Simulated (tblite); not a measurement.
C6H13OP.
Structure used (GFN2-xTB), in Å, numbered top down from 1:
```
atom  x, y, z in Å
C1     2.266    1.159   -0.199
C2     1.442   -0.116   -0.334
C3     0.506   -0.273    0.838
C4    -0.748   -1.218    0.745
C5    -1.000   -2.002   -0.517
P6    -1.104    0.543    1.019
C7    -1.692    1.440   -0.461
O8    -1.586    1.046    2.314
H9     1.607    2.025   -0.148
H10    2.863    1.134    0.709
H11    2.935    1.278   -1.049
H12    0.883   -0.086   -1.269
H13    2.111   -0.981   -0.376
H14    1.037   -0.374    1.783
H15   -0.869   -1.823    1.641
H16   -1.023   -1.362   -1.395
H17   -0.219   -2.750   -0.657
H18   -1.956   -2.518   -0.452
H19   -1.235    1.077   -1.374
H20   -2.774    1.329   -0.506
H21   -1.454    2.491   -0.310
```

All values are computed: GFN2-xTB (tblite) harmonic vibrations without scaling, gas phase. Errors from tens to a few hundred cm⁻¹ against measured bands are possible. One conformer, not necessarily the lowest.

Harmonic wavenumbers (cm⁻¹): 61.5, 106.0, 118.5, 138.2, 168.0, 182.3, 205.0, 237.5, 258.6, 290.3, 339.1, 383.0, 497.8, 615.4, 678.0, 780.9, 811.2, 824.7, 840.6, 869.2, 955.6, 973.2, 994.4, 1031.7, 1078.2, 1094.8, 1121.4, 1154.5, 1193.4, 1236.5, 1251.7, 1281.2, 1296.6, 1310.6, 1343.3, 1405.3, 1411.6, 1414.5, 1430.6, 1484.3, 1494.9, 1495.8, 1498.6, 1504.0, 2947.3, 2977.4, 2989.0, 2994.5, 2999.7, 3002.9, 3005.5, 3021.8, 3027.0, 3035.1, 3041.1, 3046.7, 3062.3.

A = 1927, B = 1415, C = 1118 MHz; mass 132.070 u (most abundant isotopes); point group C1, symmetry number 1.

Problem. Zero-point energy?

Solution. ½Σν̃ = 39006 cm⁻¹ = 111.53 kcal/mol.

Problem. What is S at 500 K and 1 bar for an ideal gas of classical rigid rotors and harmonic oscillators?

Solution. Translation 43.14, rotation 30.59, vibration 52.70: S = 126.4 cal/(mol K).

Problem. And Cp and H(500 K) − H(0)?

Solution. Cp = 60.08 cal/(mol K), of which vibrations give 52.13 (their classical limit is 57 R = 113.3); H(500 K) − H(0) = 17.61 kcal/mol without the zero-point energy, 13.63 from vibrations.

Problem. Which modes carry the vibrational entropy at 500 K?

Solution. 61.5 cm⁻¹: 5.43; 106.0 cm⁻¹: 4.35; 118.5 cm⁻¹: 4.13; 138.2 cm⁻¹: 3.83; 168.0 cm⁻¹: 3.45; 182.3 cm⁻¹: 3.29 cal/(mol K); the other 51 give 28.21 together.

Problem. What must be added to the electronic energy to get the Gibbs energy at 500 K and 1 bar?

Solution. ZPE + [H(500 K) − H(0)] − T·S = 111.53 + 17.61 − 63.22 = 65.92 kcal/mol.

Hindered rotation and anharmonicity are outside this model. Other conformers, if any are populated, would add a mixing term that is left out. The structure is chiral; the term R ln 2 for an equal mix with its mirror image is left out.
